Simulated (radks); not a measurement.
Q: Successive ionisation energies (eV) of one element, from differences of total energies of ions in their ground configurations, starting at charge 45: 3673.1, 3789.4, 4196.5, 4299.0, 4400.0, 4533.0, 4638.3, 4742.2, 5112.9, 5226.3, 11909.3, 12191.1, 12467.7, 12845.7, 13137.1, 13423.0, 14449.9, 14734.6, 59850, 61058. Method: scalar-relativistic Kohn-Sham, exchange-only LDA, spin-polarised, spherical densities, point nucleus; open shells are filled with parallel spins first (spin-orbit coupling, left out, can overturn this in heavy ions); computed with a radial shooting solver on a logarithmic mesh with Libxc functionals. Which element is it?

A: Terbium (Z = 65). The first species listed is Tb45+ in [Ar] 3d2, the last Tb64+ in 1s1.
